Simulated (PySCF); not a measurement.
Species: C9H13N.
Numbering: `[CH3:1][CH2:2][c:3]1[cH:4][cH:5][cH:6][c:7]([CH3:8])[c:9]1[NH2:10]` (hydrogens: H11, H12, H13 on C1; H14, H15 on C2; H16 on C4; H17 on C5; H18 on C6; H19, H20, H21 on C8; H22, H23 on N10)

Cartesian coordinates in Å at the PBE0-D3(BJ)/def2-SVP level; atoms count from 1:
```xyz
23
C9H13N angstrom
C     -2.7981   -0.6671   -0.6042
C     -2.0328   -0.1546    0.6153
C     -0.6671    0.3832    0.2794
C     -0.4435    1.7594    0.2133
C      0.7973    2.2807   -0.1415
C      1.8368    1.4039   -0.4403
C      1.6600    0.0215   -0.3863
C      2.7780   -0.9214   -0.7178
C      0.3973   -0.4952   -0.0208
N      0.2002   -1.8683   -0.0087
H     -2.2395   -1.4624   -1.1204
H     -2.9549    0.1459   -1.3288
H     -3.7840   -1.0674   -0.3211
H     -2.6149    0.6392    1.1087
H     -1.9508   -0.9610    1.3689
H     -1.2713    2.4344    0.4497
H      0.9530    3.3604   -0.1862
H      2.8172    1.7962   -0.7251
H      2.4995   -1.6068   -1.5365
H      3.6795   -0.3759   -1.0277
H      3.0597   -1.5493    0.1474
H     -0.5803   -2.1957    0.5457
H      1.0299   -2.4308    0.1262
```

Method used: PySCF, TDDFT PBE0/def2-SVPD, vertical, gas phase, core orbitals frozen in the response.

Ground-to-excited transition dipoles (e·a0, same axes as the geometry; the sign carries no meaning), for the states with f of 0.002 or more among the lowest 8:

| state | E (eV) | μx | μy | μz |
| --- | --- | --- | --- | --- |
| S1 | 4.855 | -0.656 | 0.091 | 0.183 |
| S2 | 5.289 | -0.065 | 0.000 | -0.249 |
| S3 | 5.527 | 0.051 | 0.705 | -0.093 |
| S4 | 5.963 | 0.297 | 0.106 | -0.035 |
| S6 | 6.322 | 0.705 | 0.510 | -0.085 |
| S7 | 6.449 | 1.315 | -0.487 | -0.264 |
| S8 | 6.516 | -0.508 | -1.468 | 0.112 |

Task: What oscillator strength does each state have?

Result: f = (2/3) ΔE |μ|² with ΔE in hartree (27.2114 eV).

```csv
state,|μ|² (au),|μ| (D),f
S1,0.472,1.75,0.056
S2,0.066,0.65,0.009
S3,0.508,1.81,0.069
S4,0.101,0.81,0.015
S6,0.764,2.22,0.118
S7,2.037,3.63,0.322
S8,2.426,3.96,0.387
```

Task: What angle do the transition dipoles of S3 and S8 make?

Result: |cos θ| = |μa·μb| / (|μa| |μb|) = 0.96, so θ ≈ 15° (taken between 0 and 90°, since the signs are arbitrary).

Task: How is the summed strength of these states shared among x, y and z?

Result: (2/3) Σ ΔE μα² gives 0.457 for x, 0.492 for y and 0.028 for z, 0.976 in all.

Task: What peak molar absorption coefficient would the strongest computed level give as a lone Gaussian band 0.3 eV wide at half height?

Result: ε(max) = 2.175×10⁸ f / FWHM, with the width in cm⁻¹. S8: 2.175×10⁸ × 0.3873 / 2420 ≈ 35000 L mol⁻¹ cm⁻¹.

All these states lie below the vertical ionisation energy of 7.47 eV (ΔSCF).

Hardware: Arm Neoverse V1, one thread, no GPU, shared host. Cost: 4.8 min wall.

One conformer stands for the species.
